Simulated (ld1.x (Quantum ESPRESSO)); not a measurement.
PBEsol TM dataset for promethium, scalar-relativistic all-electron reference.

Input for ld1.x (Quantum ESPRESSO) 7.5:

```
&input
   title='Pm', zed=61., rel=1, dft='PBESOL', iswitch=3,
   config='[Xe] 4f5 5d0 6s1.75 6p0.25',
   nld=4, rlderiv=2.60, eminld=-5.0, emaxld=5.0, deld=0.02
 /
 &inputp
   pseudotype=2, tm=.true., lloc=-1, rcloc=2.15,
   nlcc=.false.,
   file_pseudopw='Pm.UPF', file_wfcaegen='ae.wfc', file_wfcncgen='nc.wfc', file_beta='beta', file_chi='chi'
 /
4
5S  1  0   2.00   0.00  1.95  1.95  0.0
5P  2  1   6.00   0.00  1.90  1.90  0.0
5D  3  2   0.00   0.00  2.40  2.40  0.0
4F  4  3   5.00   0.00  0.80  0.80  0.0
 &test
   configts(1)='4f5 5s2 5p6 5d0 6s1.75 6p0.25'
 /
```

Command:

```bash
ld1.x < Pm.in > Pm.out
```

Resulting log (shortened: banner, matrices, multipoles, cross overlaps and the repeated all-electron block are left out):

```
Program LD1 v.7.5
     --------------------------- All-electron run ----------------------------

     Pm
     scalar relativistic calculation

     atomic number is 61.00
     dft =PBESOL   lsd =0 sic =0 latt =0  beta=0.20 tr2=1.0E-14
     Exchange-correlation= PBESOL
                           (   1   4  10   8   0   0   0)
     mesh =1259 r(mesh) = 100.89962 a.u. xmin = -7.00 dx = 0.01250
     1 Ry =  13.60569312 eV, c = 137.03599908

     n l     nl                  e(Ry)          e(Ha)          e(eV)
     1 0     1S 1( 2.00)     -3307.8216     -1653.9108    -45005.2051
     2 0     2S 1( 2.00)      -537.8512      -268.9256     -7317.8379
     2 1     2P 1( 6.00)      -480.3687      -240.1844     -6535.7497
     3 0     3S 1( 2.00)      -117.2885       -58.6443     -1595.7916
     3 1     3P 1( 6.00)       -99.2422       -49.6211     -1350.2585
     4 0     4S 1( 2.00)       -23.3218       -11.6609      -317.3093
     4 1     4P 1( 6.00)       -17.3995        -8.6997      -236.7322
     3 2     3D 1(10.00)       -74.4990       -37.2495     -1013.6102
     5 0     5S 1( 2.00)        -3.1040        -1.5520       -42.2319
     5 1     5P 1( 6.00)        -1.6913        -0.8457       -23.0116
     4 2     4D 1(10.00)        -9.0379        -4.5190      -122.9672
     4 3     4F 1( 5.00)        -0.1843        -0.0922        -2.5077
     5 2     5D 1( 0.00)        -0.1517        -0.0759        -2.0642
     6 0     6S 1( 1.75)        -0.2752        -0.1376        -3.7439
     6 1     6P 1( 0.25)        -0.1002        -0.0501        -1.3628

     final scf error:  1.7E-15 reached in  29 iterations

     Etot =  -20033.899370 Ry,  -10016.949685 Ha, -272575.086884 eV

     Ekin =   21367.976878 Ry,   10683.988439 Ha,  290726.136058 eV
     Encl =  -48720.138194 Ry,  -24360.069097 Ha, -662871.249176 eV
     Eh   =    7768.264516 Ry,    3884.132258 Ha,  105692.623097 eV
     Exc  =    -450.002569 Ry,    -225.001285 Ha,   -6122.596862 eV

     normalization and overlap integrals

     s(1S/1S) =  1.000000  <r> =   0.0232  <r2> =    0.0007  r(max) =   0.0148
     s(2S/2S) =  1.000000  <r> =   0.0990  <r2> =    0.0116  r(max) =   0.0843
     s(2P/2P) =  1.000000  <r> =   0.0871  <r2> =    0.0093  r(max) =   0.0673
     s(3S/3S) =  1.000000  <r> =   0.2606  <r2> =    0.0776  r(max) =   0.2379
     s(3P/3P) =  1.000000  <r> =   0.2589  <r2> =    0.0777  r(max) =   0.2350
     s(4S/4S) =  1.000000  <r> =   0.5930  <r2> =    0.3969  r(max) =   0.5497
     s(4P/4P) =  1.000000  <r> =   0.6280  <r2> =    0.4485  r(max) =   0.5779
     s(3D/3D) =  1.000000  <r> =   0.2363  <r2> =    0.0657  r(max) =   0.1924
     s(5S/5S) =  1.000000  <r> =   1.4398  <r2> =    2.3333  r(max) =   1.2861
     s(5P/5P) =  1.000000  <r> =   1.6929  <r2> =    3.2608  r(max) =   1.4574
     s(4D/4D) =  1.000000  <r> =   0.6885  <r2> =    0.5503  r(max) =   0.6000
     s(4F/4F) =  1.000000  <r> =   1.0656  <r2> =    1.6131  r(max) =   0.6387
     s(5D/5D) =  1.000000  <r> =   3.2608  <r2> =   13.2635  r(max) =   2.2015
     s(6S/6S) =  1.000000  <r> =   4.3378  <r2> =   21.3469  r(max) =   3.7215
     s(6P/6P) =  1.000000  <r> =   5.9874  <r2> =   41.1896  r(max) =   4.9611

     ------------------------ End of All-electron run ------------------------

     --------------------- Generating NC pseudopotential ---------------------

      Generating local potential from pseudized AE potential:
      Matching radius rcloc =   2.1500

      Local pseudo, rcloc= 2.147 Estimated cut-off energy=     5.43 Ry

      Wfc   5S  rcut= 1.943  Using Troullier-Martins method

      Wfc   5P  rcut= 1.895  Using Troullier-Martins method

      Wfc   5D  rcut= 2.373  Using Troullier-Martins method

      Wfc   4F  rcut= 0.810  Using Troullier-Martins method

     ------------------- End of pseudopotential generation -------------------

     Computing logarithmic derivative in   2.60621
     Message from routine run_pseudo:
     Warning: convergence not achieved
     Computing logarithmic derivative in   2.60621
     Computing the partial wave expansion
     R is outside the sphere for l=    0 j= 0.00
     R is outside the sphere for l=    1 j= 0.00
     R is outside the sphere for l=    2 j= 0.00
     R is outside the sphere for l=    3 j= 0.00

     ---------------------- Testing the pseudopotential ----------------------

     Pm
     scalar relativistic calculation

     atomic number is 61.00   valence charge is 15.00
     dft =PBESOL   lsd =0 sic =0 latt =0  beta=0.20 tr2=1.0E-14
     mesh =1259 r(mesh) = 100.89962 xmin = -7.00 dx = 0.01250

     n l     nl             e AE (Ry)        e PS (Ry)    De AE-PS (Ry)
     4 3     4F   1( 5.00)       -0.18432       -0.18383       -0.00049
     1 0     5S   1( 2.00)       -3.10399       -3.10399        0.00000
     2 1     5P   1( 6.00)       -1.69132       -1.69133        0.00001
     3 2     5D   1( 0.00)       -0.15171       -0.15171       -0.00000
     2 0     6S   1( 1.75)       -0.27517       -0.27409       -0.00108
     3 1     6P   1( 0.25)       -0.10017       -0.10010       -0.00006

     eps = 4.2E-14  iter =201

     Etot =  -20033.899370 Ry,  -10016.949685 Ha, -272575.086884 eV
     Etotps =  -135.420916 Ry,     -67.710458 Ha,   -1842.495432 eV

     Ekin =     155.477579 Ry,      77.738790 Ha,    2115.380232 eV
     Encl =    -297.910168 Ry,    -148.955084 Ha,   -4053.274329 eV
     Ehrt =     122.462061 Ry,      61.231030 Ha,    1666.181219 eV
     Ecxc =     -15.676500 Ry,      -7.838250 Ha,    -213.289646 eV
     Epseu=     -99.773888 Ry,     -49.886944 Ha,   -1357.492908 eV

     ---------------------- End of pseudopotential test ----------------------
```

Generation and configuration tests took about 5.2 s on one core of a shared server CPU.

Transferability test of the new file with ld1.x, input:

```
&input
   title='Pm', zed=61., rel=1, dft='PBESOL', iswitch=2,
   config='[Xe] 4f5 5d0 6s1.75 6p0.25'
 /
 &test
   file_pseudo='Pm.UPF', nconf=8,
   configts(1)='4f5 5s2 5p6 5d0 6s1.75 6p0.25',
   configts(2)='4f5 5s2 5p6 5d0 6s2 6p0',
   configts(3)='4f5 5s2 5p6 5d0 6s1 6p0',
   configts(4)='4f5 5s2 5p6 5d0 6s0 6p0',
   configts(5)='4f5 5s2 5p5 5d0 6s2 6p0',
   configts(6)='4f4 5s2 5p6 5d1 6s1 6p0',
   configts(7)='4f5 5s2 5p6 5d0.5 6s1.5 6p0',
   configts(8)='4f5 5s1 5p6 5d0 6s2 6p0'
 /
```

```bash
ld1.x < Pm.test.in > Pm.test.out
```

Pseudopotential blocks of its output, shortened (energy terms left out; the distinct warnings before each block abridged to one line each):

```
     Warning: convergence not achieved
     ---------------------- Testing the pseudopotential ----------------------

     n l     nl             e AE (Ry)        e PS (Ry)    De AE-PS (Ry)
     4 3     4F   1( 5.00)       -0.18432       -0.18383       -0.00049
     1 0     5S   1( 2.00)       -3.10399       -3.10399        0.00000
     2 1     5P   1( 6.00)       -1.69132       -1.69133        0.00001
     3 2     5D   1( 0.00)       -0.15171       -0.15171       -0.00000
     2 0     6S   1( 1.75)       -0.27517       -0.27409       -0.00108
     3 1     6P   1( 0.25)       -0.10017       -0.10010       -0.00006

     eps = 1.6E-11  iter =201

     Etot =  -20033.899370 Ry,  -10016.949685 Ha, -272575.086884 eV
     Etotps =  -135.420916 Ry,     -67.710458 Ha,   -1842.495432 eV

     ---------------------- End of pseudopotential test ----------------------

          Warning: convergence not achieved
     ---------------------- Testing the pseudopotential ----------------------

     n l     nl             e AE (Ry)        e PS (Ry)    De AE-PS (Ry)
     4 3     4F   1( 5.00)       -0.16088       -0.16043       -0.00045
     1 0     5S   1( 2.00)       -3.07958       -3.07981        0.00023
     2 1     5P   1( 6.00)       -1.66715       -1.66737        0.00022
     3 2     5D   1( 0.00)       -0.13369       -0.13382        0.00013
     2 0     6S   1( 2.00)       -0.26167       -0.26070       -0.00097
     3 1     6P   1( 0.00)       -0.08849       -0.08851        0.00002

     eps = 6.3E-12  iter =201

     Etot =  -20033.942866 Ry,  -10016.971433 Ha, -272575.678672 eV
     Etotps =  -135.464179 Ry,     -67.732090 Ha,   -1843.084051 eV
     dEtot_ae =      -0.043496 Ry
     dEtot_ps =      -0.043263 Ry,   Delta E=      -0.000233 Ry

     ---------------------- End of pseudopotential test ----------------------

          Warning: convergence not achieved
     ---------------------- Testing the pseudopotential ----------------------

     n l     nl             e AE (Ry)        e PS (Ry)    De AE-PS (Ry)
     4 3     4F   1( 5.00)       -0.60282       -0.60149       -0.00133
     1 0     5S   1( 2.00)       -3.52678       -3.52591       -0.00086
     2 1     5P   1( 6.00)       -2.11321       -2.11258       -0.00063
     3 2     5D   1( 0.00)       -0.53494       -0.53449       -0.00045
     2 0     6S   1( 1.00)       -0.61061       -0.60886       -0.00175
     3 1     6P   1( 0.00)       -0.38535       -0.38504       -0.00031

     eps = 2.2E-12  iter =201

     Etot =  -20033.509903 Ry,  -10016.754951 Ha, -272569.787911 eV
     Etotps =  -135.032386 Ry,     -67.516193 Ha,   -1837.209200 eV
     dEtot_ae =       0.389467 Ry
     dEtot_ps =       0.388531 Ry,   Delta E=       0.000936 Ry

     ---------------------- End of pseudopotential test ----------------------

          Warning: convergence not achieved
     ---------------------- Testing the pseudopotential ----------------------

     n l     nl             e AE (Ry)        e PS (Ry)    De AE-PS (Ry)
     4 3     4F   1( 5.00)       -1.11842       -1.11698       -0.00143
     1 0     5S   1( 2.00)       -4.04851       -4.04658       -0.00193
     2 1     5P   1( 6.00)       -2.63052       -2.62898       -0.00154
     3 2     5D   1( 0.00)       -0.99548       -0.99433       -0.00116
     2 0     6S   1( 0.00)       -0.98657       -0.98379       -0.00278
     3 1     6P   1( 0.00)       -0.70339       -0.70249       -0.00090

     eps = 6.2E-12  iter =201

     Etot =  -20032.713119 Ry,  -10016.356560 Ha, -272558.947124 eV
     Etotps =  -134.237572 Ry,     -67.118786 Ha,   -1826.395211 eV
     dEtot_ae =       1.186250 Ry
     dEtot_ps =       1.183344 Ry,   Delta E=       0.002906 Ry

     ---------------------- End of pseudopotential test ----------------------

          Warning: convergence not achieved
     ---------------------- Testing the pseudopotential ----------------------

     n l     nl             e AE (Ry)        e PS (Ry)    De AE-PS (Ry)
     4 3     4F   1( 5.00)       -0.94010       -0.93283       -0.00727  !
     1 0     5S   1( 2.00)       -3.85001       -3.85069        0.00068
     2 1     5P   1( 5.00)       -2.40437       -2.40731        0.00294
     3 2     5D   1( 0.00)       -0.72209       -0.72414        0.00204
     2 0     6S   1( 2.00)       -0.72085       -0.71894       -0.00191
     3 1     6P   1( 0.00)       -0.45838       -0.45847        0.00009

     eps = 5.2E-12  iter =201

     Etot =  -20031.919045 Ry,  -10015.959523 Ha, -272548.143195 eV
     Etotps =  -133.436896 Ry,     -66.718448 Ha,   -1815.501461 eV
     dEtot_ae =       1.980325 Ry
     dEtot_ps =       1.984020 Ry,   Delta E=      -0.003696 Ry

     ---------------------- End of pseudopotential test ----------------------

          Warning: convergence not achieved
     ---------------------- Testing the pseudopotential ----------------------

     n l     nl             e AE (Ry)        e PS (Ry)    De AE-PS (Ry)
     4 3     4F   1( 4.00)       -1.00460       -1.03685        0.03225  !
     1 0     5S   1( 2.00)       -3.77727       -3.78796        0.01069  !
     2 1     5P   1( 6.00)       -2.31481       -2.31053       -0.00428
     3 2     5D   1( 1.00)       -0.63015       -0.62409       -0.00606  !
     2 0     6S   1( 1.00)       -0.65512       -0.65561        0.00049
     3 1     6P   1( 0.00)       -0.41025       -0.40962       -0.00063

     eps = 8.9E-12  iter =201

     Etot =  -20033.292810 Ry,  -10016.646405 Ha, -272566.834211 eV
     Etotps =  -134.801005 Ry,     -67.400503 Ha,   -1834.061110 eV
     dEtot_ae =       0.606560 Ry
     dEtot_ps =       0.619911 Ry,   Delta E=      -0.013351 Ry

     ---------------------- End of pseudopotential test ----------------------

          Warning: convergence not achieved
     ---------------------- Testing the pseudopotential ----------------------

     n l     nl             e AE (Ry)        e PS (Ry)    De AE-PS (Ry)
     4 3     4F   1( 5.00)       -0.11708       -0.11838        0.00130
     1 0     5S   1( 2.00)       -3.03204       -3.03205        0.00000
     2 1     5P   1( 6.00)       -1.62267       -1.62196       -0.00071
     3 2     5D   1( 0.50)       -0.10807       -0.10767       -0.00040
     2 0     6S   1( 1.50)       -0.24536       -0.24437       -0.00099
     3 1     6P   1( 0.00)       -0.08059       -0.08054       -0.00005

     eps = 6.2E-12  iter =201

     Etot =  -20033.876462 Ry,  -10016.938231 Ha, -272574.775213 eV
     Etotps =  -135.398157 Ry,     -67.699079 Ha,   -1842.185779 eV
     dEtot_ae =       0.022907 Ry
     dEtot_ps =       0.022759 Ry,   Delta E=       0.000148 Ry

     ---------------------- End of pseudopotential test ----------------------

          Warning: convergence not achieved
     ---------------------- Testing the pseudopotential ----------------------

     n l     nl             e AE (Ry)        e PS (Ry)    De AE-PS (Ry)
     4 3     4F   1( 5.00)       -1.00316       -1.00737        0.00421
     1 0     5S   1( 1.00)       -3.89499       -3.89668        0.00169
     2 1     5P   1( 6.00)       -2.44064       -2.44182        0.00118
     3 2     5D   1( 0.00)       -0.73812       -0.73816        0.00004
     2 0     6S   1( 2.00)       -0.72425       -0.72242       -0.00183
     3 1     6P   1( 0.00)       -0.45943       -0.45932       -0.00012

     eps = 1.9E-11  iter =201

     Etot =  -20030.469353 Ry,  -10015.234676 Ha, -272528.419125 eV
     Etotps =  -131.987801 Ry,     -65.993901 Ha,   -1795.785521 eV
     dEtot_ae =       3.430017 Ry
     dEtot_ps =       3.433115 Ry,   Delta E=      -0.003098 Ry

     ---------------------- End of pseudopotential test ----------------------
```
